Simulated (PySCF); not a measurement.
PySCF job for C2H5O, SMILES OC[CH2], multiplicity 2, PBE-D3(BJ)/def2-TZVP. Geometry: PBE-D3(BJ)/def2-TZVP. The isomer is the one that the SMILES or the coordinates give; other isomers of the formula were not compared. The values are those of a single conformer.

```python
import numpy as np
from pyscf import gto, scf, dft, df
from pyscf.hessian import thermo

mol = gto.M(
    atom='''
    C     1.23932269    0.22874511    0.03323130
    C    -0.03088716   -0.51852475    0.15733102
    O    -1.17555755    0.25100884   -0.24191031
    H     1.39511103    0.88086707   -0.82720738
    H     2.06822582    0.05834378    0.71982419
    H    -0.04582279   -1.40119788   -0.51266858
    H    -0.15179909   -0.91040908    1.18688662
    H    -1.11186770    1.10300330    0.22507378
    ''',
    basis='def2-TZVP',
    charge=0,
    spin=1,
    max_memory=1600,
    verbose=3,
)
mf = dft.UKS(mol, xc='pbe').density_fit(auxbasis='def2-universal-jkfit')
mf.disp = 'd3bj'
mf.grids.level = 3
mf.conv_tol = 1e-11
mf.max_cycle = 100
mf.kernel()
fine, coarse = mf.grids, dft.Grids(mol).set(level=1).build(with_non0tab=True)
for _ in range(3):  # follow internal instabilities
    mf.grids = coarse
    mo, _, stable, _ = mf.stability(return_status=True, nroots=4)
    mf.grids = fine
    if stable:
        break
    mf.kernel(mf.make_rdm1(mo, mf.mo_occ))

# [left out here: the lines that compute and print the analytic Hessian (its translational invariance restored by hand, since the grid's response is missing), thermochemistry and intensities]
```

Log of the run:

```

WARN: HOMO -0.207010569518317 >= LUMO -0.207010569518314

converged SCF energy = -154.242542338442  <S^2> = 0.75369524  2S+1 = 2.0036918
<class 'pyscf.df.df_jk.DFUKS'> wavefunction is stable in the internal stability analysis

WARN: DFTD3 does not support analytical Hessian, using finite difference


WARN: Mole.unit (angstrom) is changed to Bohr

Mode                                 0                   1                   2
Irrep
Freq [cm^-1]                      188.7330            337.0599            413.9539
Reduced mass [au]                   1.0834              1.1022              2.2657
Force const [Dyne/A]                0.0227              0.0738              0.2288
Char temp [K]                     271.5447            484.9542            595.5875
Normal mode                   x     y     z       x     y     z       x     y     z
       0   C                -0.01 -0.00 -0.01   -0.04  0.02  0.02    0.11 -0.01  0.03
       1   C                 0.01 -0.04 -0.04    0.00 -0.03 -0.02    0.02  0.10 -0.04
       2   O                 0.00  0.03  0.04   -0.00 -0.01  0.05   -0.12 -0.05  0.03
       3   H                 0.18 -0.38 -0.26   -0.08  0.11  0.08    0.45 -0.20 -0.06
       4   H                -0.27  0.60  0.45   -0.01 -0.03 -0.03    0.01 -0.25  0.09
       5   H                -0.02  0.04 -0.13    0.03 -0.01 -0.07    0.07  0.12 -0.07
       6   H                 0.01 -0.11 -0.07    0.02 -0.08 -0.04    0.05  0.05 -0.06
       7   H                 0.09  0.02  0.03    0.55  0.34 -0.66   -0.10  0.06 -0.18
Mode                                 3                   4                   5
Irrep
Freq [cm^-1]                      541.9933            794.2757            924.3336
Reduced mass [au]                   1.3404              1.3084              3.0273
Force const [Dyne/A]                0.2320              0.4863              1.5239
Char temp [K]                     779.8077           1142.7860           1329.9103
Normal mode                   x     y     z       x     y     z       x     y     z
       0   C                -0.08  0.10  0.06   -0.08  0.06 -0.02   -0.08 -0.06 -0.05
       1   C                 0.00 -0.02  0.01   -0.01 -0.02 -0.08   -0.04  0.14  0.03
       2   O                 0.04  0.01 -0.00    0.05 -0.01  0.03    0.11 -0.07  0.03
       3   H                 0.09 -0.53 -0.39    0.38  0.06  0.07    0.01  0.03  0.04
       4   H                 0.15 -0.31 -0.32   -0.30 -0.30  0.17   -0.24 -0.10  0.12
       5   H                 0.12  0.06 -0.11   -0.14 -0.28  0.27    0.10  0.27 -0.18
       6   H                -0.06 -0.15 -0.04    0.17  0.36  0.10    0.02 -0.17 -0.08
       7   H                 0.05 -0.03  0.06    0.14 -0.08  0.13   -0.17  0.03 -0.11
Mode                                 6                   7                   8
Irrep
Freq [cm^-1]                     1057.6366           1091.4815           1140.1069
Reduced mass [au]                   3.0331              2.1298              1.0693
Force const [Dyne/A]                1.9990              1.4949              0.8189
Char temp [K]                    1521.7036           1570.3989           1640.3599
Normal mode                   x     y     z       x     y     z       x     y     z
       0   C                 0.10  0.04  0.03   -0.06 -0.09  0.08   -0.00  0.02  0.04
       1   C                -0.17  0.02 -0.07    0.08  0.09 -0.12    0.03 -0.02 -0.02
       2   O                 0.07 -0.06  0.04   -0.00 -0.01  0.03    0.03 -0.00  0.01
       3   H                -0.00 -0.01 -0.05   -0.44 -0.20 -0.07   -0.04 -0.06 -0.02
       4   H                 0.24  0.20 -0.10    0.09  0.11 -0.06    0.08  0.04 -0.05
       5   H                -0.16 -0.06  0.05    0.09 -0.11  0.13   -0.70  0.02 -0.06
       6   H                -0.33  0.11 -0.04    0.00  0.35 -0.03    0.34 -0.04  0.02
       7   H                 0.06 -0.05  0.01    0.02 -0.02  0.03   -0.45  0.17 -0.25
Mode                                 9                  10                  11
Irrep
Freq [cm^-1]                     1308.2552           1347.1788           1403.3212
Reduced mass [au]                   1.2126              1.2142              1.2268
Force const [Dyne/A]                1.2228              1.2984              1.4234
Char temp [K]                    1882.2880           1938.2904           2019.0668
Normal mode                   x     y     z       x     y     z       x     y     z
       0   C                 0.01 -0.02  0.03   -0.00 -0.01  0.01   -0.10 -0.06  0.01
       1   C                -0.09  0.04  0.01   -0.07 -0.06 -0.04    0.05  0.02  0.01
       2   O                -0.01 -0.01 -0.04    0.02  0.04  0.03   -0.00 -0.01 -0.00
       3   H                -0.01 -0.04  0.01    0.10  0.01  0.04    0.57  0.09  0.24
       4   H                 0.14  0.13 -0.08    0.09  0.10 -0.07    0.30  0.38 -0.36
       5   H                 0.01  0.09 -0.04    0.58 -0.16  0.08   -0.07  0.04 -0.02
       6   H                 0.74 -0.09  0.08    0.29  0.07  0.06   -0.15  0.03 -0.02
       7   H                 0.38 -0.15  0.18   -0.47  0.20 -0.21    0.04 -0.02  0.03
Mode                                12                  13                  14
Irrep
Freq [cm^-1]                     1421.6347           2893.5145           2912.7227
Reduced mass [au]                   1.0701              1.0544              1.1023
Force const [Dyne/A]                1.2743              5.2014              5.5099
Char temp [K]                    2045.4158           4163.1232           4190.7595
Normal mode                   x     y     z       x     y     z       x     y     z
       0   C                 0.00 -0.00  0.00    0.00 -0.00  0.00    0.00  0.00 -0.00
       1   C                -0.01 -0.07  0.02    0.01  0.06 -0.01   -0.01  0.02  0.09
       2   O                 0.01 -0.01  0.00   -0.00  0.00 -0.00    0.00 -0.00 -0.00
       3   H                -0.02  0.01  0.01    0.00  0.01 -0.01   -0.00 -0.01  0.01
       4   H                -0.01 -0.03  0.01   -0.01  0.01 -0.00    0.02 -0.00  0.02
       5   H                 0.03  0.40 -0.55   -0.01 -0.55 -0.45   -0.02 -0.52 -0.38
       6   H                 0.00  0.64  0.26   -0.08 -0.21  0.62    0.09  0.25 -0.64
       7   H                 0.01 -0.01  0.01    0.00  0.01  0.01    0.00  0.00  0.01
Mode                                15                  16                  17
Irrep
Freq [cm^-1]                     3078.2744           3186.0008           3671.3925
Reduced mass [au]                   1.0510              1.1187              1.0661
Force const [Dyne/A]                5.8675              6.6902              8.4666
Char temp [K]                    4428.9515           4583.9458           5282.3165
Normal mode                   x     y     z       x     y     z       x     y     z
       0   C                 0.05  0.03 -0.01   -0.04  0.04 -0.08   -0.00 -0.00  0.00
       1   C                -0.00 -0.00 -0.00    0.00  0.00 -0.00    0.00  0.00  0.00
       2   O                 0.00  0.00  0.00    0.00 -0.00  0.00    0.00  0.05  0.03
       3   H                -0.09 -0.43  0.57   -0.10 -0.38  0.49   -0.00  0.00 -0.00
       4   H                -0.49  0.11 -0.42    0.53 -0.11  0.44    0.00  0.00  0.00
       5   H                -0.00 -0.00 -0.00    0.00  0.01  0.00   -0.00 -0.01 -0.01
       6   H                 0.00  0.00  0.00   -0.01 -0.01  0.03    0.00 -0.00  0.00
       7   H                 0.00 -0.00 -0.00    0.00  0.00 -0.00   -0.05 -0.85 -0.46
temperature 298.1500 [K]
pressure 101325.00 [Pa]
Rotational constants [GHz] 37.97970 9.85472 8.53927
Symmetry number 1
Zero-point energy (ZPE) 0.06313 [Eh]   165753.789 [J/mol]
                           tot       elec      trans        rot        vib
Entropy [J/mol/K]       277.851      5.763    156.238     92.615     23.235
Cv [J/mol/K]             60.546      0.000     12.472     12.472     35.603
Cp [J/mol/K]             68.860      0.000     20.786     12.472     35.603
Internal energy [J/mol]                      3718.434   3718.434 170178.668
Internal energy [Eh]   -154.17489  -154.24254
Enthalpy [J/mol]                             6197.391   3718.434 170178.668
Enthalpy [Eh]          -154.17395
Gibbs free energy [J/mol]                  -40385.038 -23894.631 163251.174
Gibbs free energy [Eh] -154.20550
mode   freq/cm-1   IR/(km/mol)
   1      188.73         2.063
   2      337.06        99.689
   3      413.95        16.255
   4      541.99        50.122
   5      794.28         1.744
   6      924.33        66.099
   7     1057.64        36.649
   8     1091.48         0.944
   9     1140.11        23.921
  10     1308.26         2.410
  11     1347.18        32.327
  12     1403.32         6.083
  13     1421.63         3.207
  14     2893.51        43.329
  15     2912.72        32.583
  16     3078.27         7.241
  17     3186.00         8.121
  18     3671.39        12.113
max |gradient| / (hartree/bohr): 7.003144293231232e-05
APT charges: [-0.1056  0.437  -0.5434  0.0318  0.0317 -0.0158 -0.0571  0.2213]
```

The run converged.
